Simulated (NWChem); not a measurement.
## Ionisation of AgI

```xyz
2

Ag     0.0000     0.0000    -1.3700
I      0.0000     0.0000     1.2149
```
Charge 0, spin multiplicity 1.

All runs are NWChem calculations. Structure: optimised with PBE/def2-SVP with def2 effective core potentials on Ag, I, a minimum by its harmonic frequencies.

Basis set: def2-TZVP. −ε marks an orbital energy of the parent.

Effective core potentials replace the inner electrons of Ag, I; spin-orbit coupling is left out. B3LYP has NWChem's definition, with VWN1-RPA local correlation. The structure started from a generated list of species.

**Question.** For the first vertical ionisation energy, −ε(HOMO) of HF gives 8.86 eV and −ε(HOMO) of TPSS gives 5.84 eV. What do −ε(HOMO) of B3LYP, −ε(HOMO) of M06-2X give?

**Answer.** −ε(HOMO) of B3LYP: 6.62 eV; −ε(HOMO) of M06-2X: 7.81 eV.
